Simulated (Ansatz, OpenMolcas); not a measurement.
## How methods differ on GeSiH6 (SMILES [SiH3][GeH3])

GeSiH6 has 8 atoms, charge 0, and is taken as a singlet. As SMILES, `[SiH3][GeH3]`. Geometry: relaxed at PBE0-D4/def2-TZVP.

Each level gives the HOMO–LUMO gap (eV). The values are calculated.

```
            level                    kind     program  value (eV)
     BLYP/cc-pVDZ                     GGA      Ansatz        6.88
   revPBE/cc-pVDZ                     GGA  OpenMolcas        7.03
   M06-2X/cc-pVDZ         hybrid meta-GGA  OpenMolcas       10.72
     PBE0/cc-pVDZ           global hybrid      Ansatz        8.95
  r2SCAN0/cc-pVDZ         hybrid meta-GGA      Ansatz        9.32
CAM-B3LYP/cc-pVDZ  range-separated hybrid      Ansatz       11.19
  wB97M-V/cc-pVDZ  range-separated hybrid      Ansatz       12.73
   B2PLYP/cc-pVDZ           double hybrid      Ansatz       11.07
```

All-electron rows without a relativistic Hamiltonian named are non-relativistic. The values span 6.88 to 12.73 eV. Orbital gaps aren't excitation energies, and those of double hybrids come from the SCF part alone; they tend to grow with the share of exact exchange.
